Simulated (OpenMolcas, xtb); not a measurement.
CH5Ge (SMILES [CH3][GeH2]): methods side by side

CH5Ge: 7 atoms, total charge 0, spin state doublet. As SMILES, `[CH3][GeH2]`. The shape is that of a PBE0-D4/def2-TZVP optimisation.

Quantity: the vertical energy of the quartet above the doublet, in eV. The values are calculated.

```tsv
level	kind	program	value (eV)	CPU time (all runs)
GFN2-xTB	semi-empirical	xtb	9.17	under 2 s
UHF/def2-TZVP	Hartree–Fock	OpenMolcas	8.27	50 s
USVWN5/def2-TZVP	LDA	OpenMolcas	7.58	1.9 min
U-revPBE/def2-TZVP	GGA	OpenMolcas	7.50	2.3 min
UM06-L/def2-TZVP	meta-GGA	OpenMolcas	8.00	3 min
UPBE0/def2-TZVP	global hybrid	OpenMolcas	7.72	2.4 min
```

All-electron rows without a relativistic Hamiltonian named are non-relativistic. The values span 7.50 to 9.17 eV. The xTB rows lack spin polarisation, so open shells miss the exchange term that lowers them. CPU times are rough (shared hosts, several kinds of processor): they show what a rung costs within a factor of a few.
